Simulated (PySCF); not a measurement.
**Al: excitation energy**

Al [Ne] 3s2 3p1 (2P) → Al [Ne] 3s2 4s1 (2S), as a difference of total energies. Calculation: PySCF 2.14, in dyall-av2z (13s9p2d, 50 functions); no relativity, point nucleus. Correlated levels: valence: [Ne] frozen; virtual orbitals above 40 to 60 times the deepest correlated orbital energy dropped. The calculations carry no spin-orbit coupling.

```
           method  excitation energy (eV)  error (eV)
              UHF                   3.049      -0.084
              LDA                   3.105      -0.028
              PBE                   3.143      +0.010
             PBE0                   3.200      +0.067
           r2SCAN                   3.362      +0.229
          wB97M-V                   2.979      -0.154
              M06                   2.969      -0.164
            B3LYP                   3.146      +0.013
           M06-2X                   2.835      -0.298
    MP2 (valence)                   3.066      -0.067
SCS-MP2 (valence)                   3.064      -0.069
```

Reference: 3.133 eV (measured; NIST levels, between the centres of gravity of the two terms).

Errors of the correlated levels include the incompleteness of this basis and the frozen core.
